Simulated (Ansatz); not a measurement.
Reaction (cleavage of the Si–Si bond): `[SiH3][SiH2]O[SiH2]S` + `[NH2][Zn][OH]` → `[NH2][Zn][O][SiH3]` + `[SiH3]O[SiH2]S`

Program: Ansatz. Geometries: PBE0-D4/def2-TZVP. ΔE: electronic, gas phase. CCSD(T)/CBS is the MP2 limit (def2-TZVPP, def2-QZVPP) plus CCSD(T) − MP2 in def2-TZVPP, frozen cores. DFT in def2-TZVPP. For Zn outer-core shells are correlated without core-valence functions, which leaves a few kJ/mol of doubt a bond. Scalar relativity is left out up to krypton. One conformer a species, not always the lowest.

| species | ωB97M-V energy (Eh) |
| --- | --- |
| `[SiH3][SiH2]O[SiH2]S` | -1346.76356 |
| `[NH2][Zn][OH]` | -1911.12045 |
| `[NH2][Zn][O][SiH3]` | -2201.83826 |
| `[SiH3]O[SiH2]S` | -1056.08969 |

**Question.** Work out ΔE.

**Answer.** ΔE = (-2201.83826) + (-1056.08969) − (-1346.76356) − (-1911.12045) = -0.04394 Eh = -1.20 eV. CCSD(T)/CBS gives -1.18 eV.

Largest T1 diagnostic among the species: 0.017.

The D4 term adds +0.07 eV with B3LYP and +0.04 eV with PBE0; it sums over pairs of atoms, weighted by their polarisabilities, and B3LYP, whose exchange is more repulsive, gets the larger term. From PBE to PBE0 (25 % exact exchange), in def2-TZVPP and without D4, ΔE moves by −0.13 eV.

B3LYP here is the variant with VWN-RPA as its local correlation; programs differ in this.
